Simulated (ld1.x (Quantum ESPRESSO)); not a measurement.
## u(r) = r·R(r): atom against pseudo-atom (Si)

Columns: radius, all-electron u(r) and pseudo u(r) of the 3p shell (level -4.18 eV) of silicon in the configuration [He] 2s2 2p6 3s2 3p2; LDA (PZ), non-relativistic, PAW scheme, ld1.x (Quantum ESPRESSO) 7.5.

| r (bohr) | all-electron | pseudo |
| --- | --- | --- |
| 0.050 | 0.0357 | 0.0199 |
| 0.100 | 0.1028 | 0.0766 |
| 0.150 | 0.1679 | 0.1613 |
| 0.200 | 0.2180 | 0.2611 |
| 0.250 | 0.2495 | 0.3610 |
| 0.300 | 0.2628 | 0.4463 |
| 0.350 | 0.2604 | 0.5048 |
| 0.400 | 0.2450 | 0.5289 |
| 0.450 | 0.2197 | 0.5162 |
| 0.500 | 0.1867 | 0.4693 |
| 0.550 | 0.1484 | 0.3953 |
| 0.600 | 0.1063 | 0.3040 |
| 0.650 | 0.0619 | 0.2059 |
| 0.700 | 0.0163 | 0.1104 |
| 0.750 | -0.0295 | 0.0241 |
| 0.800 | -0.0750 | -0.0494 |
| 0.850 | -0.1195 | -0.1102 |
| 0.900 | -0.1626 | -0.1604 |
| 0.950 | -0.2040 | -0.2038 |
| 1.000 | -0.2435 | -0.2435 |
| 1.050 | -0.2810 | -0.2810 |
| 1.100 | -0.3164 | -0.3164 |
| 1.150 | -0.3496 | -0.3496 |
| 1.200 | -0.3805 | -0.3805 |
| 1.250 | -0.4093 | -0.4093 |
| 1.300 | -0.4359 | -0.4359 |

**Question.** How many radial nodes do the two functions have?

**Answer.** The all-electron 3p function has n − l − 1 = 1; the pseudo-wave has 1, since 1 lower shell of the same l stays in the valence.

**Question.** At about which radius was the pseudo-wave matched?

**Answer.** 1.00 bohr, where the columns begin to agree (steps of 0.05 bohr).

**Question.** Is the pseudo-wave norm-conserving?

**Answer.** No, it belongs to a PAW set: the norm inside the radius is not constrained, and the difference is carried by the augmentation charge.
